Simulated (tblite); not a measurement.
Species: C6H12N2OSi.
Structure used (GFN2-xTB), in Å, numbered top down from 1:
```xyz
22
C6H12N2OSi angstrom
C      2.872   -0.019    1.667
N      1.479    0.084    1.291
Si     0.985    0.610   -0.272
C      1.606   -0.417   -1.754
C     -0.898    0.625   -0.268
C     -1.673   -0.438   -0.026
C     -1.079   -1.692    0.282
N     -0.578   -2.693    0.528
O     -3.038   -0.512   -0.024
C     -3.753    0.665   -0.299
H      3.412    0.820    1.234
H      3.336   -0.945    1.315
H      2.968    0.026    2.753
H      0.928   -0.632    1.742
H      1.452    1.999   -0.390
H      1.293    0.002   -2.706
H      1.233   -1.438   -1.704
H      2.691   -0.467   -1.762
H     -1.376    1.562   -0.505
H     -4.805    0.392   -0.239
H     -3.535    1.445    0.438
H     -3.531    1.043   -1.303
```

Method: GFN2-xTB as coded in tblite; computed harmonic values from a numerical Hessian at the method's own geometry, unscaled. The method is semi-empirical: single wavenumbers can be off by several per cent or more. Modes of hydrogen on silicon can be 10 to 20 % off. One conformer, not necessarily the lowest.

Harmonic wavenumbers (cm⁻¹): 34.0, 61.3, 65.9, 95.2, 114.9, 118.6, 127.0, 151.6, 183.5, 201.0, 231.6, 255.7, 270.0, 307.0, 351.6, 466.9, 520.4, 566.4, 609.4, 627.6, 663.6, 694.7, 744.7, 788.8, 802.0, 826.1, 848.9, 910.8, 1047.4, 1066.0, 1109.9, 1125.2, 1151.6, 1155.7, 1171.6, 1295.1, 1359.8, 1372.1, 1400.4, 1420.3, 1465.9, 1481.1, 1483.0, 1487.6, 1492.2, 1502.9, 1620.2, 2196.0, 2373.9, 2917.5, 2930.4, 2944.9, 2981.0, 3028.8, 3029.5, 3035.8, 3038.7, 3040.9, 3090.2, 3440.2.

A = 1738, B = 653.4, C = 600.7 MHz; mass 156.072 u (most abundant isotopes); point group C1, symmetry number 1.

**Question.** What is the zero-point energy?

**Answer.** ½Σν̃ = 37447 cm⁻¹ = 107.07 kcal/mol.

**Question.** Entropy at 273.15 K, 1 bar (ideal gas, RRHO, classical rotation)?

**Answer.** Translation 40.64, rotation 30.27, vibration 43.47: S = 114.4 cal/(mol K).

**Question.** And Cp and H(273.15 K) − H(0)?

**Answer.** Cp = 47.10 cal/(mol K), of which vibrations give 39.15 (their classical limit is 60 R = 119.2); H(273.15 K) − H(0) = 8.18 kcal/mol without the zero-point energy, 6.01 from vibrations.

**Question.** How do the functions run with temperature in this model?

**Answer.** 
```tsv
T (K)	S (cal/(mol K))	Cp (cal/(mol K))	H − H(0) (kcal/mol)	G − H(0) (kcal/mol)	ln q(vib)
150	90.7	33.3	3.23	-10.37	5.52
250	110.3	44.5	7.12	-20.46	9.85
298.15	118.6	49.8	9.39	-25.97	11.81
400	134.7	60.2	15.01	-38.89	15.72
600	162.4	76.4	28.77	-68.68	22.77
900	196.7	92.6	54.31	-122.74	32.18
```

q(vib) and H(0) count from the zero-point level.

**Question.** Which modes carry the vibrational entropy at 273.15 K?

**Answer.** 34.0 cm⁻¹: 5.41; 61.3 cm⁻¹: 4.24; 65.9 cm⁻¹: 4.10; 95.2 cm⁻¹: 3.38; 114.9 cm⁻¹: 3.02; 118.6 cm⁻¹: 2.95 cal/(mol K); the other 54 give 20.37 together.

**Question.** What must be added to the electronic energy to get the Gibbs energy at 273.15 K and 1 bar?

**Answer.** ZPE + [H(273.15 K) − H(0)] − T·S = 107.07 + 8.18 − 31.24 = 84.01 kcal/mol.

Hindered rotation and anharmonicity are outside this model. Other conformers, if any are populated, would add a mixing term that is left out. The structure is chiral; the term R ln 2 for an equal mix with its mirror image is left out.

On Arm Neoverse N1, one thread (shared host), this took 2.0 s wall. This covers the Hessian and the dipole derivatives.
